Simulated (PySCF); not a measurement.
**Strontium: a sound run and one with changed settings**

Sound run: Sr²⁺ [Kr], Sr³⁺ [Ar] 3d10 4s2 4p5. Computed with PySCF 2.14 in Sapporo-DKH3-DZP-2012 (7s6p2d, 35 functions), with the spin-free X2C one-electron Hamiltonian (Gaussian nucleus). The sound run starts from symmetry-adapted Hartree-Fock orbitals and uses a fine grid where one is needed.

Changed run: 26 angular points. This setting is unsound on purpose.

```csv
species,method,sound run (hartree),changed run (hartree),converged
Sr²⁺,UHF,-3176.60020,-3176.60020,yes
Sr²⁺,M06-L,-3178.37986,-3178.37986,yes
Sr²⁺,PBE0,-3178.17156,-3178.17156,yes
Sr³⁺,UHF,-3175.05324,-3175.05324,yes
Sr³⁺,M06-L,-3176.80354,-3176.80524,yes
Sr³⁺,PBE0,-3176.58631,-3176.58630,yes
```

Ionisation energy of Sr²⁺:

```json
{"method": "UHF", "sound run (eV)": "42.095", "changed run (eV)": "42.095"}
{"method": "M06-L", "sound run (eV)": "42.894", "changed run (eV)": "42.848"}
{"method": "PBE0", "sound run (eV)": "43.137", "changed run (eV)": "43.137"}
```

A coarse angular grid integrates products of high-l functions wrongly, so density functionals can shift, and the SCF can exploit the error; Hartree-Fock and MP2 need no grid.

For comparison, NIST gives 42.884 eV between the lowest levels.
